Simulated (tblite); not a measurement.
Level: GFN2-xTB in tblite, geometry and Hessian alike; calculated harmonic values, unscaled, isolated species. The method is semi-empirical: single wavenumbers can be off by several per cent or more. Modes of hydrogen on phosphorus and silicon can be 10 to 20 % off. One conformer each. Thermal functions are those of the rigid rotor and harmonic oscillator, without mixing of conformers.

Task: Order these by their zero-point energy, highest first (kJ/mol).
A. `FC(F)(F)P1P([SiH3])PP1[SiH3]`
B. `[SiH3]C(C(F)(F)F)(COC)[SiH3]`
C. `[C-]#[N+]c1cc(C)c2c(c1)C=C2`
D. `CCC1=C(F)C=CC(C#N)=C1`
E. `Fc1cc2sccc2[nH]1`

Result: D (377.6), B (362.9), C (348.0), E (225.3), A (198.7).

| SMILES | atoms | mass (u) | symmetry number | modes under 300 cm⁻¹ | ZPE (kJ/mol) | S translation (J/(mol K)) | S rotation | S vibration | S | Cp |
| --- | --- | --- | --- | --- | --- | --- | --- | --- | --- | --- |
| CCc1cc(C#N)ccc1F | 19 | 149.06 | 1 | 7 | 377.6 | 171.3 | 126.8 | 123.2 | 421.4 | 166.7 |
| COCC([SiH3])([SiH3])C(F)(F)F | 21 | 188.03 | 1 | 11 | 362.9 | 174.2 | 127.9 | 182.4 | 484.5 | 219.3 |
| [C-]#[N+]c1cc(C)c2c(c1)C=C2 | 18 | 141.06 | 1 | 7 | 348.0 | 170.6 | 125.3 | 106.3 | 402.2 | 161.4 |
| Fc1cc2sccc2[nH]1 | 13 | 141.00 | 1 | 3 | 225.3 | 170.6 | 121.3 | 56.8 | 348.6 | 125.0 |
| FC(F)(F)P1P([SiH3])PP1[SiH3] | 17 | 255.90 | 1 | 13 | 198.7 | 178.0 | 134.4 | 231.5 | 543.9 | 242.0 |

Entropies and Cp are for 298.15 K and 1 bar.
